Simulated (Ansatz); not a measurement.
Start from `B[SiH](F)F` and change one element to get `BC(F)F`.

Ansatz, PBE0-D4/def2-TZVP geometries, multiplicity 1. 

| property | `B[SiH](F)F` |
| --- | --- |
| HOMO energy (PBE/def2-TZVPP) / eV | -7.37 |
| HOMO–LUMO gap (PBE0/def2-TZVPP) / eV | 5.65 |
| ideal-gas entropy at 298 K and 1 bar (rigid rotor, harmonic PBE0-D4/def2-TZVP) / J/(mol·K) | 320 |
| LUMO energy (PBE0/def2-TZVPP) / eV | -3.07 |
| HOMO–LUMO gap (B3LYP/def2-TZVPP) / eV | 5.26 |
| zero-point energy (PBE0-D4/def2-TZVP) / kJ/mol | 90.3 |

Problem. What does the change do to each property? (Best estimate.)

Solution. Ansatz gave: 
```json
{"property": "HOMO energy (PBE/def2-TZVPP) / eV", "`BC(F)F`": "-7.38", "shift": "-0.01"}
{"property": "HOMO–LUMO gap (PBE0/def2-TZVPP) / eV", "`BC(F)F`": "6.63", "shift": "0.98"}
{"property": "ideal-gas entropy at 298 K and 1 bar (rigid rotor, harmonic PBE0-D4/def2-TZVP) / J/(mol·K)", "`BC(F)F`": "288", "shift": "-32"}
{"property": "LUMO energy (PBE0/def2-TZVPP) / eV", "`BC(F)F`": "-2.43", "shift": "0.64"}
{"property": "HOMO–LUMO gap (B3LYP/def2-TZVPP) / eV", "`BC(F)F`": "6.16", "shift": "0.90"}
{"property": "zero-point energy (PBE0-D4/def2-TZVP) / kJ/mol", "`BC(F)F`": "110.4", "shift": "20.1"}
```

With PBE0 the HOMO falls by 0.34 eV and the LUMO rises by 0.64 eV, so the gap widens by about 0.98 eV. PBE moves the HOMO by -0.01 eV and ωB97M-V by -0.55 eV. Modes under 60 cm⁻¹, often nearly free rotors, make the harmonic entropy too high.

B3LYP here is the variant with VWN-RPA as its local correlation; programs differ in this.
